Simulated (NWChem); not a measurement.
Species: BiCl2 cation; SMILES [Cl][Bi+][Cl]

```xyz
3

Bi     0.0000     0.0000     0.4022
Cl     1.8254     0.0000    -1.1296
Cl    -1.8254     0.0000    -1.1296
```
Atoms are numbered in this order, from 1.

Level: PBE0/def2-SVP with def2 effective core potentials on Bi (NWChem), optimised geometry, unscaled harmonic frequencies. def2 effective core potentials on Bi; no spin-orbit coupling.

| frequency (cm⁻¹) | IR intensity (km/mol) |
|---|---|
| 118 | 1.7 |
| 390 | 44.2 |
| 398 | 14.3 |

```
Quantity                                                                            Value
-----------------------------------------------------------------------  ----------------
zero-point energy                                                            1.3 kcal/mol
thermal correction to the enthalpy at 298.15 K (with zero-point energy)      4.5 kcal/mol
heat capacity Cv                                                         10.9 cal/(mol K)
entropy at 298.15 K and 1 atm (symmetry number 2)                        74.1 cal/(mol K)
```

Rigid rotor and harmonic oscillator.
